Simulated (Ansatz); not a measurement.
C4H12BN2 (SMILES CN(C)[B]N(C)C), doublet, at a GFN2-xTB geometry; Ansatz (a first-principles code) with B3LYP/STO-3G.

Input for Ansatz:
Ansatz 0.2 input:
```yaml
crystal:
  periodic: [false, false, false]
  atoms:
    - {symbol: C, position_ang: [1.47009147, -0.40656865, 1.28585248]}
    - {symbol: N, position_ang: [1.26136042, -0.05663410, -0.10647877]}
    - {symbol: C, position_ang: [2.49137815, -0.14377334, -0.85921272]}
    - {symbol: B, position_ang: [0.07121700, 0.42701584, -0.67341478]}
    - {symbol: N, position_ang: [-1.23083553, 0.23966076, -0.18215891]}
    - {symbol: C, position_ang: [-2.33700104, 1.06941565, -0.60054862]}
    - {symbol: C, position_ang: [-1.67784756, -0.83913310, 0.67865071]}
    - {symbol: H, position_ang: [2.33137516, 0.14236037, 1.68473616]}
    - {symbol: H, position_ang: [0.59588885, -0.14256006, 1.87303335]}
    - {symbol: H, position_ang: [1.67410875, -1.47900765, 1.40275190]}
    - {symbol: H, position_ang: [2.30930218, 0.12754764, -1.89662984]}
    - {symbol: H, position_ang: [3.25763953, 0.52708475, -0.44889109]}
    - {symbol: H, position_ang: [2.89060709, -1.16486969, -0.82845373]}
    - {symbol: H, position_ang: [-3.08887878, 0.48480160, -1.14687929]}
    - {symbol: H, position_ang: [-1.97679898, 1.86613551, -1.24745894]}
    - {symbol: H, position_ang: [-2.83141669, 1.51977426, 0.26876025]}
    - {symbol: H, position_ang: [-0.88030407, -1.56278838, 0.81634431]}
    - {symbol: H, position_ang: [-2.53310294, -1.35191645, 0.22276438]}
    - {symbol: H, position_ang: [-1.99790538, -0.46247103, 1.65900912]}
basis:
  gaussian:
    orbitals: STO-3G
hamiltonian:
  xc: b3lyp
magnetization: {spin_polarized: true, initial_magnetization: 1}
accuracy: high
```

The log (banner, timings and long lists left out):

```
Functional definition: B3LYP
1084 factors; integrals over basis functions are off by at most 1.2e-8 eV
mean field evaluation 1: about -7899.7924 eV, gradient 9.8e0 eV
mean field evaluation 2: about -7900.1191 eV, gradient 8.2e0 eV
mean field evaluation 4: about -7900.4886 eV, gradient 5.9e-1 eV
mean field evaluation 8: about -7900.4146 eV, gradient 9.8e-3 eV
mean field evaluation 16: about -7900.4146 eV, gradient 1.2e-5 eV
mean field -7900.41458884 eV, -290.3348810466 hartree, gradient 2.1e-8 eV, S^2 0.752677; 0 other end points of the search recorded, 0 dependent functions left out
reference -7900.41463363 eV, -290.3348826926 hartree; 28, 27 occupied and 19, 20 virtual orbitals, 1084 factors
Total energy: -7900.41463363 eV, -290.3348826926 hartree
```
